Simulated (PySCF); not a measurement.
Telling isomers of C₇H₁₀NOP apart by NMR

PySCF 2.14.0 with density-fitted response routines calculation with geometry from PBE0-D3(BJ)/def2-SVP and σ from GIAO-PBE0/pcSseg-1; fast rotation and ring inversion assumed for equivalent nuclei, no relativistic terms, a single conformation, no solvent model.

Shifts are taken against calculated references (same method and geometry level): TMS for 1H (σref 31.27) and 13C (σref 184.41). Splittings of carbon signals by F and P are missing where no couplings were computed. Where no couplings were computed, multiplicities follow the n + 1 count of equivalent neighbours, and m marks all less simple cases (inequivalent or close neighbours, rings, F or P nearby). Shifts are as computed. Against solution values, carbons near 30 ppm lie about +2 ppm off and those near 130 ppm about +5 ppm (rms about the fit 1.9 ppm; single classes can miss by 10 ppm). Of 1328 compounds with measured shifts, 309 miss one by over three times the rms of a fit or turn the order of signals round; such compounds aren't used in these exercises. Signals without a measured value on file couldn't be tested in this way; 1H shifts scatter by 0.2 ppm about their fit, and single ones miss by 0.5 ppm. OH and NH positions are gas-phase values without hydrogen bonding to other molecules.

(1) Tabulate the signals of `C[C@@H]1C[P@]1(=N)c1ccco1`, `CCn1cpc(C(C)=O)c1` and their relative energies.

(2) What is the quickest way to tell C[C@@H]1C[P@]1(=N)c1ccco1 from CCn1cpc(C(C)=O)c1?

## Answers

(1) 
```json
{"SMILES": "C[C@@H]1C[P@]1(=N)c1ccco1", "carbon types": "1×C 4×CH 1×CH2 1×CH3", "δC": "151.2, 147.6, 133.0, 117.9, 21.8, 19.0, 14.6", "δH": "7.79 (m, 1H), 7.59 (m, 1H), 6.70 (m, 1H), 1.72 (m, 1H), 1.58 (m, 1H), 1.22 (m, 3H), 1.19 (m, 1H), -1.99 (br s, 1H)", "E rel. (kcal/mol)": "56.1"}
{"SMILES": "CCn1cpc(C(C)=O)c1", "carbon types": "2×C 2×CH 1×CH2 2×CH3", "δC": "195.3, 159.4, 152.5, 140.1, 50.2, 30.0, 19.8", "δH": "8.15 (m, 1H), 7.75 (m, 1H), 3.83 (q, 2H), 2.50 (s, 3H), 1.39 (t, 3H)", "E rel. (kcal/mol)": "0.0"}
```

Energies are electronic energies at PBE0/pcSseg-1 on these geometries, without zero-point or thermal terms, each for the one conformer computed, which needn't be the lowest.

(2) Both give the same number of carbon signals, but DEPT or the intensities differ. The first has a three-membered-ring carbon (CH) at 21.8 ppm, the second a ketone carbonyl carbon (C) at 195.3 ppm. Their most deshielded carbons lie at 151.2 and 195.3 ppm.
